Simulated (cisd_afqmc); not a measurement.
Input (AFQMC/CISD/def2-SVP; cisd_afqmc is a phaseless AFQMC code with CISD trial states that reads the integrals written by Ansatz):

Ansatz 0.2 input:
```python
import cisd_afqmc

open("ham.yaml", "w").write("""\
crystal:
  periodic: [false, false, false]
  atoms:
    - {symbol: Ba, position_ang: [-0.00000000, -0.00000000, -0.24333519]}
    - {symbol: O, position_ang: [0.00000000, 0.00000000, 1.70334633]}
basis:
  gaussian:
    orbitals: def2-SVP
magnetization: {spin_polarized: false}
correlation: {method: ccsd, electrons: outside_noble_gas, hamiltonian_folder: ham}
""")
rep = cisd_afqmc.ansatz("ham.yaml")
e_ccsd = rep["correlation"]["coupled_cluster"]["energy"]["hartree"]
out = cisd_afqmc.run("ham", e_ccsd, trial="CISD", walkers=200, populations=8, threads=8, dt=0.005, steps=40, early=36, settle=10, least=32,
    cut=5e-5, rank_cut=2e-4, target=0.0004, seconds=1500, seed=1, memory=17280, gpu=False)
```

Output:

```
orbitals 39, occupied [4], factors 228 of 335, rank of the doubles 61 of 140
E(HF) = -99.853177
E(CCSD) on the cut factors = -100.080756, shift to the whole factors -0.000004
Energy of the trial state on the determinant = -100.080722
  tau behind 10.8 of longer steps, mean of the populations' last blocks
   2.0  -100.09174
   4.0  -100.09268
   6.0  -100.09297
   8.0  -100.09075
  10.0  -100.09339
  12.0  -100.09172
blocks 418 (5 outliers left out), error by blocks joined: 1: 0.00028, 2: 0.00034, 4: 0.00040, 8: 0.00039, 16: 0.00036
E(AFQMC/CISD) = -100.09203 +/- 0.00040
```
